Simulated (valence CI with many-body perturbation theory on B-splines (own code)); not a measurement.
# Level structure of Yb LXVI

Computed by valence CI with perturbative core correlation (CI+MBPT): three valence electrons over a frozen Dirac-Fock core [He], radial functions for each j: 11 s, 11 p, 10 d, 8 f, 5 g, 2 h, with the one-electron correlation potential Σ1, the two-electron term Σ2, the three-electron term Σ3, Breit, model QED; selected CI, second order for the rest, scaled by the run's own slope (own B-spline code, finite nucleus).

No measured spectrum was set against this ion. As an estimate, large intervals hold to a few tenths of a per cent, small ones and those within an open d or f shell to about a per cent.

Levels 46 to 90 of 165, with energies above the lowest level, (2s^2 2p1/2) J=1/2. "Leading %" is the weight of the configuration and term that name the level; weights of strongly mixed levels are sums over their largest components and can fall short. In the jj column 3d3/2^4 stands for four electrons in 3d with j = 3/2. Lifetimes count E1, E2, E3, M1 and M2 decay at the calculated energies, and are blank where another channel may lead or the interval is too uncertain; long ones can be off by a factor of two.

| No. | Configuration | Term | J | E (eV) | Leading % | Second component | Lifetime | g | Leading jj |
| --- | --- | --- | --- | --- | --- | --- | --- | --- | --- |
| 46 | 2s 2p 3p | 4P | 3/2 | 10734 | 46 | 26 % 2s 2p 3p 4S | 7.34 fs | 1.624 | 2s 2p3/2 3p1/2 (100 %) |
| 47 | 2s 2p 3s | 2P° | 1/2 | 10736 | 90 | 10 % 2s 2p 3s 4P° | 3.44 fs | 0.824 | 2s 2p3/2 3s (100 %) |
| 48 | 2s 2p 3p | 2D | 5/2 | 10736 | 44 | 37 % 2s 2p 3p 4D | 2.87 fs | 1.307 | 2s 2p3/2 3p1/2 (100 %) |
| 49 | 2s 2p 3s | 2P° | 3/2 | 10742 | 82 | 17 % 2s 2p 3s 4P° | 7.02 fs | 1.376 | 2s 2p3/2 3s (99 %) |
| 50 | 2s 2p 3p | 2P | 1/2 | 10818 | 48 | 22 % 2s 2p 3p 2S | 2.90 fs | 1.254 | 2s 2p3/2 3p1/2 (99 %) |
| 51 | 2s 2p 3p | 2D | 3/2 | 10819 | 61 | 20 % 2s 2p 3p 2P | 4.30 fs | 0.967 | 2s 2p3/2 3p1/2 (99 %) |
| 52 | 2p2 3s | 4P | 3/2 | 10908 | 86 | 12 % 2p2 3s 2P | 8.10 fs | 1.647 | 2p1/2 2p3/2 3s (98 %) |
| 53 | 2p2 3s | 2P | 1/2 | 10918 | 65 | 32 % 2p2 3s 4P | 4.05 fs | 1.293 | 2p1/2 2p3/2 3s (97 %) |
| 54 | 2p2 3s | 2D | 5/2 | 10926 | 64 | 34 % 2p2 3s 4P | 7.37 fs | 1.309 | 2p1/2 2p3/2 3s (98 %) |
| 55 | 2p2 3s | 2D | 3/2 | 10934 | 64 | 32 % 2p2 3s 2P | 4.27 fs | 0.963 | 2p1/2 2p3/2 3s (99 %) |
| 56 | 2p2 3p | 4P° | 1/2 | 10969 | 49 | 28 % 2p2 3p 4D° | 1.51 fs | 1.733 | 2p1/2 2p3/2 3p1/2 (99 %) |
| 57 | 2p2 3p | 4D° | 3/2 | 10975 | 55 | 22 % 2p2 3p 2D° | 1.49 fs | 1.128 | 2p1/2 2p3/2 3p1/2 (99 %) |
| 58 | 2p2 3p | 2F° | 5/2 | 10988 | 49 | 30 % 2p2 3p 2D° | 1.49 fs | 1.045 | 2p1/2 2p3/2 3p1/2 (99 %) |
| 59 | 2p2 3p | 2P° | 3/2 | 11031 | 43 | 25 % 2p2 3p 2D° | 1.82 fs | 1.306 | 2p1/2 2p3/2 3p1/2 (99 %) |
| 60 | 2s 2p 3p | 4D | 7/2 | 11049 | 100 |  | 321 fs | 1.403 | 2s 2p3/2 3p3/2 (100 %) |
| 61 | 2s 2p 3p | 2P | 3/2 | 11061 | 54 | 32 % 2s 2p 3p 4S | 3.28 fs | 1.479 | 2s 2p3/2 3p3/2 (98 %) |
| 62 | 2s 2p 3p | 4P | 5/2 | 11079 | 52 | 43 % 2s 2p 3p 2D | 3.51 fs | 1.389 | 2s 2p3/2 3p3/2 (99 %) |
| 63 | 2s 2p 3p | 2S | 1/2 | 11084 | 48 | 38 % 2s 2p 3p 2P | 1.87 fs | 1.369 | 2s 2p3/2 3p3/2 (98 %) |
| 64 | 2s 2p 3d | 4D° | 5/2 | 11118 | 45 | 21 % 2s 2p 3d 4F° | 780 as | 1.219 | 2s 2p3/2 3d3/2 (99 %) |
| 65 | 2s 2p 3d | 4D° | 3/2 | 11123 | 42 | 40 % 2s 2p 3d 4P° | 723 as | 1.319 | 2s 2p3/2 3d3/2 (99 %) |
| 66 | 2s 2p 3d | 4F° | 7/2 | 11125 | 46 | 37 % 2s 2p 3d 2F° | 823 as | 1.207 | 2s 2p3/2 3d3/2 (96 %) |
| 67 | 2s 2p 3d | 4P° | 1/2 | 11128 | 83 | 15 % 2s 2p 3d 4D° | 821 as | 2.175 | 2s 2p3/2 3d3/2 (99 %) |
| 68 | 2s 2p 3p | 2D | 5/2 | 11142 | 73 | 15 % 2s 2p 3p 4D | 4.25 fs | 1.252 | 2s 2p3/2 3p3/2 (99 %) |
| 69 | 2s 2p 3p | 2P | 3/2 | 11160 | 58 | 29 % 2s 2p 3p 2D | 4.61 fs | 1.220 | 2s 2p3/2 3p3/2 (99 %) |
| 70 | 2s 2p 3p | 2S | 1/2 | 11163 | 60 | 20 % 2s 2p 3p 2P | 66.2 fs | 1.722 | 2s 2p3/2 3p3/2 (100 %) |
| 71 | 2s 2p 3d | 4F° | 9/2 | 11190 | 100 |  | 8.41 ps | 1.311 | 2s 2p3/2 3d5/2 (100 %) |
| 72 | 2s 2p 3d | 2D° | 3/2 | 11197 | 60 | 22 % 2s 2p 3d 4P° | 877 as | 0.951 | 2s 2p3/2 3d3/2 (75 %) |
| 73 | 2s 2p 3d | 2F° | 5/2 | 11207 | 62 | 25 % 2s 2p 3d 2D° | 926 as | 0.946 | 2s 2p3/2 3d3/2 (92 %) |
| 74 | 2s 2p 3d | 4P° | 5/2 | 11215 | 34 | 29 % 2s 2p 3d 2D° | 778 as | 1.287 | 2s 2p3/2 3d5/2 (92 %) |
| 75 | 2s 2p 3d | 2P° | 1/2 | 11215 | 68 | 26 % 2s 2p 3d 4D° | 640 as | 0.603 | 2s 2p3/2 3d3/2 (94 %) |
| 76 | 2s 2p 3d | 2F° | 7/2 | 11222 | 48 | 47 % 2s 2p 3d 4D° | 566 as | 1.261 | 2s 2p3/2 3d5/2 (96 %) |
| 77 | 2s 2p 3d | 2P° | 3/2 | 11235 | 46 | 44 % 2s 2p 3d 2D° | 739 as | 1.113 | 2s 2p3/2 3d5/2 (74 %) |
| 78 | 2s 2p 3d | 2P° | 1/2 | 11246 | 89 | 5 % 2s 2p 3d 4P° | 809 as | 0.758 | 2s 2p3/2 3d5/2 (92 %) |
| 79 | 2s 2p 3d | 2F° | 7/2 | 11285 | 68 | 13 % 2s 2p 3d 4D° | 2.23 fs | 1.177 | 2s 2p3/2 3d5/2 (94 %) |
| 80 | 2s 2p 3d | 2D° | 5/2 | 11301 | 48 | 14 % 2p2 3p 4D° | 679 as | 1.197 | 2s 2p3/2 3d5/2 (76 %) |
| 81 | 2s 2p 3d | 2P° | 3/2 | 11306 | 70 | 8 % 2s 2p 3d 4D° | 801 as | 1.268 | 2s 2p3/2 3d5/2 (96 %) |
| 82 | 2p2 3p | 4D° | 5/2 | 11310 | 38 | 30 % 2p2 3p 4P° | 1.41 fs | 1.353 | 2p1/2 2p3/2 3p3/2 (79 %) |
| 83 | 2p2 3p | 2P° | 1/2 | 11314 | 36 | 30 % 2p2 3p 4P° | 2.59 fs | 1.563 | 2p1/2 2p3/2 3p3/2 (98 %) |
| 84 | 2p2 3p | 2D° | 3/2 | 11320 | 50 | 20 % 2p2 3p 4P° | 2.45 fs | 1.125 | 2p1/2 2p3/2 3p3/2 (95 %) |
| 85 | 2p2 3p | 2F° | 7/2 | 11328 | 60 | 33 % 2p2 3p 4D° | 3.05 fs | 1.213 | 2p1/2 2p3/2 3p3/2 (93 %) |
| 86 | 2p2 3p | 4S° | 3/2 | 11342 | 32 | 31 % 2p2 3p 2P° | 2.63 fs | 1.408 | 2p1/2 2p3/2 3p3/2 (100 %) |
| 87 | 2p2 3p | 2D° | 5/2 | 11354 | 64 | 15 % 2p2 3p 2F° | 2.44 fs | 1.170 | 2p1/2 2p3/2 3p3/2 (97 %) |
| 88 | 2p2 3d | 4F | 3/2 | 11364 | 43 | 26 % 2p2 3d 2P | 2.37 fs | 0.920 | 2p1/2 2p3/2 3d3/2 (100 %) |
| 89 | 2p2 3d | 4F | 5/2 | 11365 | 53 | 39 % 2p2 3d 2F | 6.19 fs | 0.955 | 2p1/2 2p3/2 3d3/2 (99 %) |
| 90 | 2p2 3d | 4D | 1/2 | 11370 | 79 | 15 % 2p2 3d 2P | 4.43 fs | 0.243 | 2p1/2 2p3/2 3d3/2 (100 %) |
